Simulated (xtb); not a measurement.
xtb input (GFN1-xTB):

```bash
xtb mol.xyz --gfn 1 --opt tight --chrg 0 --uhf 0
```
mol.xyz:
```
14

Si     2.17303550    -0.43987468    -0.60008296
C      0.34599226     0.00431866    -0.68913542
C     -0.34599226    -0.00431866     0.68913542
Si    -2.17303550     0.43987468     0.60008296
H      2.88565018     0.52708311     0.27143544
H      2.79845690    -0.41956030    -1.94562762
H      2.33503810    -1.79601920    -0.01956715
H      0.25068931     0.98950968    -1.15623203
H     -0.14914387    -0.69743728    -1.36754685
H     -0.25068931    -0.98950968     1.15623203
H      0.14914387     0.69743728     1.36754685
H     -2.33503810     1.79601920     0.01956715
H     -2.79845690     0.41956030     1.94562762
H     -2.88565018    -0.52708311    -0.27143544
```

Output:

```
           -------------------------------------------------
          |                Calculation Setup                |
           -------------------------------------------------

           -------------------------------------------------
          |                 G F N 1 - x T B                 |
           -------------------------------------------------

        Reference                      10.1021/acs.jctc.7b00118
      * Hamiltonian:
        H0-scaling (s, p, d)           1.850000    2.250000    2.000000
        zeta-weighting                 0.000000
      * Dispersion:
        s8                             2.400000
        a1                             0.630000
        a2                             5.000000
        s9                             0.000000
      * Repulsion:
        kExp                           1.500000
        rExp                           1.000000
      * Coulomb:
        alpha                          2.000000
        third order                    atomic
        anisotropic                    false
      * Halogen bond correction:
        rad-scale                      1.300000
        damping                        0.440000

          ...................................................
          :                      SETUP                      :
          :.................................................:
          :  # basis functions                  48          :
          :  # atomic orbitals                  46          :
          :  # shells                           30          :
          :  # electrons                        26          :
          :  # halogen bonds                     0          :
          :  max. iterations                   250          :
          :  Hamiltonian                  GFN1-xTB          :
          :  restarted?                      false          :
          :  GBSA solvation                  false          :
          :  PC potential                    false          :
          :  electronic temp.          300.0000000     K    :
          :  accuracy                    1.0000000          :
          :  -> integral cutoff          0.2500000E+02      :
          :  -> integral neglect         0.1000000E-07      :
          :  -> SCF convergence          0.1000000E-05 Eh   :
          :  -> wf. convergence          0.2000000E-04 e    :
          :  Broyden damping             0.4000000          :
          :  net charge                          0          :
          :  unpaired electrons                  0          :
          ...................................................

 iter      E             dE          RMSdq      gap      omega  full diag
   1    -13.4327729 -0.134328E+02  0.654E+00    5.60       0.0  T
   2    -13.4621868 -0.294139E-01  0.396E+00    5.78       1.0  T
   3    -13.4619508  0.236006E-03  0.567E-01    5.55       1.0  T
   4    -13.4646790 -0.272824E-02  0.154E-01    5.74       1.0  T
   5    -13.4647873 -0.108307E-03  0.115E-02    5.70       2.3  T
   6    -13.4647892 -0.185690E-05  0.480E-03    5.70       5.6  T
   7    -13.4647894 -0.201836E-06  0.387E-04    5.70      69.0  T
[...]
        14                         -0.2094875              -5.7004 (LUMO)
        15                         -0.2089161              -5.6849
        16                         -0.1821053              -4.9553
        17                         -0.1765112              -4.8031
        18                         -0.1730921              -4.7101
        19                         -0.1666200              -4.5340
        20                         -0.1312895              -3.5726
        21                         -0.1122100              -3.0534
        22                         -0.1103981              -3.0041
        23                         -0.0761201              -2.0713
        24                         -0.0715494              -1.9470
       ...                                ...                  ...
        46                          1.4767168              40.1835
      -------------------------------------------------------------
                  HL-Gap            0.2150166 Eh            5.8509 eV
             Fermi-level           -0.3169958 Eh           -8.6259 eV

  Mulliken/CM5 charges         n(s)   n(p)   n(d)
     1Si    0.23481 -0.07639   1.303  1.941  0.522
     2C    -0.12836 -0.19314   1.039  3.089  0.000
     3C    -0.12836 -0.19314   1.039  3.089  0.000
     4Si    0.23481 -0.07639   1.303  1.941  0.522
     5H    -0.06974  0.01747   1.070  0.000  0.000
     6H    -0.06876  0.01807   1.069  0.000  0.000
     7H    -0.06974  0.01747   1.070  0.000  0.000
     8H     0.05089  0.10826   0.949  0.000  0.000
     9H     0.05089  0.10826   0.949  0.000  0.000
    10H     0.05089  0.10826   0.949  0.000  0.000
    11H     0.05089  0.10826   0.949  0.000  0.000
    12H    -0.06974  0.01747   1.070  0.000  0.000
    13H    -0.06876  0.01807   1.069  0.000  0.000
    14H    -0.06974  0.01747   1.070  0.000  0.000

Wiberg/Mayer (AO) data.
largest (>0.10) Wiberg bond orders for each atom

 ---------------------------------------------------------------------------
     #   Z sym  total        # sym  WBO       # sym  WBO       # sym  WBO
 ---------------------------------------------------------------------------
     1  14 Si   4.089 --     2 C    1.052     7 H    0.938     5 H    0.938
                             6 H    0.936
     2   6 C    3.955 --     1 Si   1.052     9 H    0.927     8 H    0.927
                             3 C    0.916
     3   6 C    3.955 --     4 Si   1.052    11 H    0.927    10 H    0.927
                             2 C    0.916
     4  14 Si   4.089 --     3 C    1.052    14 H    0.938    12 H    0.938
                            13 H    0.936
     5   1 H    0.989 --     1 Si   0.938
     6   1 H    0.989 --     1 Si   0.936
     7   1 H    0.989 --     1 Si   0.938
     8   1 H    1.000 --     2 C    0.927
     9   1 H    1.000 --     2 C    0.927
    10   1 H    1.000 --     3 C    0.927
    11   1 H    1.000 --     3 C    0.927
    12   1 H    0.989 --     4 Si   0.938
    13   1 H    0.989 --     4 Si   0.936
    14   1 H    0.989 --     4 Si   0.938
 ---------------------------------------------------------------------------

Topologies differ in total number of bonds
Writing topology from bond orders to xtbtopo.mol

 dipole moment from electron density (au)
     X       Y       Z
   0.0000  -0.0000  -0.0000  total (Debye):    0.000

           -------------------------------------------------
          |                Geometry Summary                 |
           -------------------------------------------------

      molecular mass/u    :       90.2718767
   center of mass at/Å    :        0.0000000       0.0000000      -0.0000000
Note: The following floating-point exceptions are signalling: IEEE_UNDERFLOW_FLAG IEEE_DENORMAL
normal termination of xtb
  moments of inertia/u·Å² :        0.2924882E+02   0.3544880E+03   0.3663904E+03
rotational constants/cm⁻¹ :        0.5763526E+00   0.4755488E-01   0.4601003E-01

 * 12 selected distances

     #   Z          #   Z                                           value/Å
     1  14 Si       2   6 C                                       1.8975322 (max)
     3   6 C        4  14 Si                                      1.8975322
     1  14 Si       5   1 H                                       1.4526071
     1  14 Si       6   1 H                                       1.4531010
     1  14 Si       7   1 H                                       1.4526071
     2   6 C        8   1 H                                       1.1019680 (min)
     2   6 C        9   1 H                                       1.1019680
     3   6 C       10   1 H                                       1.1019680
     3   6 C       11   1 H                                       1.1019680
     4  14 Si      12   1 H                                       1.4526071
     4  14 Si      13   1 H                                       1.4531010
     4  14 Si      14   1 H                                       1.4526071

 * 3 distinct bonds (by element types)

   Z      Z             #   av. dist./Å        max./Å        min./Å
   1 H    6 C           4     1.1019680     1.1019680     1.1019680
   1 H   14 Si          6     1.4527717     1.4531010     1.4526071
   6 C   14 Si          2     1.8975322     1.8975322     1.8975322

optimized geometry written to: xtbopt.xyz

           -------------------------------------------------
          | TOTAL ENERGY              -13.327586867131 Eh   |
          | GRADIENT NORM               0.000083983360 Eh/α |
          | HOMO-LUMO GAP               5.850900390945 eV   |
           -------------------------------------------------

------------------------------------------------------------------------
------------------------------------------------------------------------
 total:
 SCF:
 ANC optimizer:
```
